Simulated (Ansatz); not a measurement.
Consider the cleavage of the Si–Si bond: `[SiH3][SiH2][SiH2][GeH2][SiH2][GeH3]` + `NB(O)Cl` → `NB(Cl)O[SiH3]` + `[SiH3][SiH2][GeH2][SiH2][GeH3]`.

Program: Ansatz. Geometries: PBE0-D4/def2-TZVP. ΔE: electronic, gas phase. CCSD(T)/CBS is the MP2 limit (def2-TZVPP, def2-QZVPP) plus CCSD(T) − MP2 in def2-TZVPP, frozen cores. DFT in def2-TZVPP. B3LYP here is the variant with VWN-RPA as its local correlation; programs differ in this. For Ge outer-core shells are correlated without core-valence functions, which leaves a few kJ/mol of doubt a bond. Scalar relativity is left out up to krypton. One conformer a species, not always the lowest.

(1) Is it downhill or uphill in electronic energy at CCSD(T)/CBS, and by how much? (An estimate is asked.)

(2) What do these levels give: revPBE-D4, r2SCANh-D4, BHLYP-D4, CAM-B3LYP-D4, revPBE, B3LYP, r2SCANh, CAM-B3LYP, HF/def2-SVP, CCSD(T)/def2-SVP, HF/def2-TZVPP, SCS-MP2/def2-QZVPP? (Best estimate.)

Largest T1 diagnostic among the species: 0.013.

## Answers

(1) Ansatz gave: Downhill: ΔE = -0.73 eV.

(2) The calculation gave: revPBE-D4 -0.48, r2SCANh-D4 -0.67, BHLYP-D4 -0.83, CAM-B3LYP-D4 -0.81, revPBE -0.54, B3LYP -0.81, r2SCANh -0.69, CAM-B3LYP -0.87, HF/def2-SVP -0.90, CCSD(T)/def2-SVP -0.63, HF/def2-TZVPP -1.08, SCS-MP2/def2-QZVPP -0.87 eV.

From BLYP to BHLYP (50 % exact exchange), in def2-TZVPP and without D4, ΔE moves by −0.14 eV. At CCSD(T), def2-SVP lies +0.11 eV from the extrapolated value and def2-TZVPP −0.00 eV.
